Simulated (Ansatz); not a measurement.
Cost and result for the atomization energy of `N[SiH2][S][GeH2][NH2]` (13 atoms, 12 bonds).

Cartesian coordinates in Å:
```
N -0.2812 -1.6453 -0.5269
Si -1.7188 -0.9545 0.0760
S -1.5177 1.1547 0.4650
Ge 0.6668 1.2612 0.7773
N 1.4604 0.9383 -0.8648
H 0.3774 -1.0793 -1.0475
H 0.1738 -2.3742 -0.0038
H -2.8668 -1.0059 -0.8648
H -2.0792 -1.7009 1.3099
H 1.2052 0.1909 1.7384
H 0.9213 2.6788 1.3301
H 1.1866 1.6165 -1.5648
H 2.4722 0.9195 -0.8242
```

Total charge 0; spin multiplicity 1. Correlated methods include outer-core shells of Ge, which these sets cover unevenly. Scalar relativity is left out up to krypton. All single points use the PBE0-D4/def2-TZVP geometry. It is one conformer, not always the lowest. Program: Ansatz. All runs use 2 threads of an AMD EPYC 7R13 on a shared host and a share of an NVIDIA H100 80 GB. Times are those of one run each, without the atoms' runs, and a repeat can differ threefold. Electronic energies, without spin–orbit coupling; frozen cores. CCSD(T)/CBS adds CCSD(T) − MP2 in def2-TZVPP to the MP2 limit, and its time is that of the two runs behind it. T1 = 0.011. With those shells the extrapolation isn't a true limit. B3LYP takes the VWN-RPA correlation (the form of Gaussian; ORCA's B3LYP/G).

CCSD(T)/CBS is a level of theory with its own doubt, some kJ/mol a heavy atom from the limit and from the frozen cores, so smaller differences don't rank the functionals.

| level | functions | wall time |
| --- | --- | --- |
| PBE0-D4/def2-TZVPP | 306 | 2 s |
| B3LYP-D4/def2-TZVPP (with forces) | 306 | 2.3 s |
| B2PLYP/def2-TZVPP | 306 | 2.8 s |
| PBE-D4/def2-TZVPP (with forces) | 306 | 3 s |
| ωB97X-V/def2-TZVPP | 306 | 3.1 s |
| r2SCAN-D4/def2-TZVPP (with forces) | 306 | 3.4 s |
| ωB97M-V/def2-TZVPP (with forces) | 306 | 6.5 s |
| MP2/def2-QZVPP | 583 | 6.5 s |
| CCSD(T)/def2-TZVPP | 306 | 14 s |
| CCSD(T)/CBS(def2) | – | 20 s |

**Question.** What atomization energy does each give, and how far from CCSD(T)/CBS? (Estimate.)

**Answer.** The calculation gave: 
| level | atomization (kJ/mol) | difference from CCSD(T)/CBS | per bond |
| --- | --- | --- | --- |
| PBE0-D4/def2-TZVPP | 4091.0 | -44.6 | -3.7 |
| B3LYP-D4/def2-TZVPP (with forces) | 4120.4 | -15.2 | -1.3 |
| B2PLYP/def2-TZVPP | 4058.7 | -76.9 | -6.4 |
| PBE-D4/def2-TZVPP (with forces) | 4151.1 | 15.5 | 1.3 |
| ωB97X-V/def2-TZVPP | 4160.6 | 25.0 | 2.1 |
| r2SCAN-D4/def2-TZVPP (with forces) | 4108.0 | -27.6 | -2.3 |
| ωB97M-V/def2-TZVPP (with forces) | 4135.6 | 0.0 | 0.0 |
| MP2/def2-QZVPP | 4103.2 | -32.4 | -2.7 |
| CCSD(T)/def2-TZVPP | 4006.4 | -129.2 | -10.8 |
| CCSD(T)/CBS(def2) | 4135.6 | 0.0 | 0.0 |

The D4 term adds +58.8 kJ/mol with B3LYP and +31.2 kJ/mol with PBE0; it sums over pairs of atoms, weighted by their polarisabilities, and B3LYP, whose exchange is more repulsive, gets the larger term. From PBE to PBE0 (25 % exact exchange), in def2-TZVPP and without D4, the atomization energy moves by −55.0 kJ/mol: exact exchange takes away binding that semilocal exchange gives to molecules. In def2-TZVPP, CCSD(T) changes the Hartree–Fock value by +1162.3 kJ/mol (the triples alone add +63.7 kJ/mol) and MP2 by +1183.0 kJ/mol; breaking electron pairs costs correlation energy, which Hartree–Fock lacks.
